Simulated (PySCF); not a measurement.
Species: C₃H₇F₃OSi.
Cartesian coordinates in Å at the PBE0-D3(BJ)/def2-SVP level; atoms count from 1:
```xyz
15
C3H7F3OSi angstrom
F     -2.460    1.434    0.424
C     -2.401    0.152    0.041
F     -3.461   -0.470    0.560
F     -2.539    0.133   -1.292
C     -1.118   -0.499    0.476
C      0.118    0.171   -0.094
O      1.247   -0.496    0.400
Si     2.811   -0.039    0.037
H     -1.081   -0.472    1.575
H     -1.148   -1.554    0.168
H      0.081    0.133   -1.199
H      0.125    1.239    0.195
H      3.063   -0.144   -1.434
H      3.699   -0.967    0.785
H      3.054    1.376    0.460
```

A calculation gives these core lines: C 1s: 291.74 (area 1), 292.89 (area 1), 298.36 (area 1) eV; O 1s: 538.43 eV; F 1s: 694.01 eV; Si 1s: 1847.59 eV; Si 2p3/2: 107.72 eV.

Theory: PySCF, delta-SCF UKS SCAN, pcX-2 on the ionised atom, pcseg-1 elsewhere, spin-free X2C. Geometry: PBE0-D3(BJ)/def2-SVP, one conformer, isolated molecule.

Task: Order the carbon atoms by C 1s binding energy.

Result: 291.74 eV: C5 (chain CH2 carbon); 292.89 eV: C6 (sp3 carbon bound to oxygen); 298.36 eV: C2 (CF3 carbon). The listed C 1s values span 6.62 eV, from C5 (bonded to 2 C and 2 H) to C2 (bonded to 3 F and C). Summing the Pauling electronegativity differences to the bonded atoms, each weighted by its formal bond order, gives -0.70 for the lowest site and +4.29 for the highest; no listed site has a larger sum than the highest.

Bonded neighbours of each site: F1/F3/F4: C; C2: 3 F and C; C5: 2 C and 2 H; C6: O, C and 2 H; O7: C and Si; Si8: O and 3 H.

Task: What is the C 1s shift of C6 against C2?

Result: 292.89 − 298.36 = -5.47 eV, or -528 kJ/mol.

One atom of each set of topologically equivalent atoms was ionised and stands for the set; in this conformer not all members are related by symmetry, and their own values weren't computed. Spin–orbit coupling isn't in the SCF: each 2p doublet comes from a relaxed spin-free hole plus a matrix of the shell (mean-field spin–orbit coupling and the ground-state 2p splitting), with 2p3/2 averaged over its two sublevels. 2p1/2 minus 2p3/2 (ligand field included): Si 0.62 eV.
